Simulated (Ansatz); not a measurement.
Reaction (atomization): `Cl[SiH2]N[SiH2]Cl` → 2 Cl• + 5 H• + N• + 2 Si•

Gas-phase electronic energies from Ansatz, PBE0-D4/def2-TZVP geometries. CCSD(T)/CBS adds triple-zeta CCSD(T) − MP2 to the extrapolated MP2 energy (def2 sets, frozen cores). This one scheme is used for every species, atoms too. For atomizations the MP2-based limit and the directly extrapolated one differ by several kJ/mol either way, and by 10 to 25 for some Ge, Se and Sn compounds, so smaller differences from it don't rank the levels. Functionals use def2-TZVPP. B3LYP here is the variant with VWN-RPA as its local correlation; programs differ in this. HSE06 is defined as in plane-wave codes. Open shells (•) are unrestricted, without spin–orbit coupling. Spin–orbit coupling would lower the free atoms: a little for Cl, Si. Each species was taken in one conformer, which may not be the lowest.

```csv
level,ΔE (kcal/mol),difference from CCSD(T)/CBS
LDA (SPW92),872.6,90.3
PBE-D4,779.3,-3.0
revPBE-D4,763.9,-18.4
BLYP-D4,770.0,-12.3
r2SCAN-D4,779.1,-3.2
B97M-V,785.0,2.7
B3LYP-D4,776.2,-6.1
r2SCANh-D4,775.5,-6.8
r2SCAN0-D4,770.5,-11.8
HSE06-D4,773.5,-8.8
BHLYP-D4,763.9,-18.4
CAM-B3LYP-D4,780.1,-2.2
ωB97X-V,787.1,4.8
ωB97M-V,784.9,2.6
PBE,772.5,-9.8
revPBE,745.4,-36.9
BLYP,755.2,-27.1
r2SCAN,777.4,-4.9
PBE0,767.2,-15.1
B3LYP,765.1,-17.2
r2SCANh,773.7,-8.6
r2SCAN0,768.4,-13.9
HSE06,768.0,-14.3
BHLYP,754.7,-27.6
CAM-B3LYP,774.0,-8.3
LC-ωPBE,769.1,-13.2
HF/def2-SVP,563.0,-219.3
MP2/def2-SVP,719.0,-63.3
CCSD(T)/def2-SVP,711.6,-70.7
HF/def2-TZVPP,575.5,-206.8
MP2/def2-TZVPP,767.3,-15.0
SCS-MP2/def2-TZVPP,767.8,-14.5
CCSD/def2-TZVPP,745.2,-37.1
CCSD(T)/def2-TZVPP,755.9,-26.4
HF/def2-QZVPP,577.7,-204.6
MP2/def2-QZVPP,783.2,0.9
SCS-MP2/def2-QZVPP,785.5,3.2
HF/CBS(def2),578.0,-204.3
MP2/CBS(def2),793.7,11.4
CCSD/CBS(def2),771.6,-10.7
CCSD(T)/CBS,782.3,0
```

Largest T1 diagnostic among the species: 0.012.

From PBE to PBE0 (25 % exact exchange), in def2-TZVPP and without D4, ΔE moves by −5.2 kcal/mol: exact exchange takes away binding that semilocal exchange gives to molecules. At CCSD(T), def2-SVP lies −70.7 kcal/mol from the extrapolated value and def2-TZVPP −26.4 kcal/mol: correlation converges slowly with the basis, and small sets miss more of it in the bonded molecule than in its fragments.
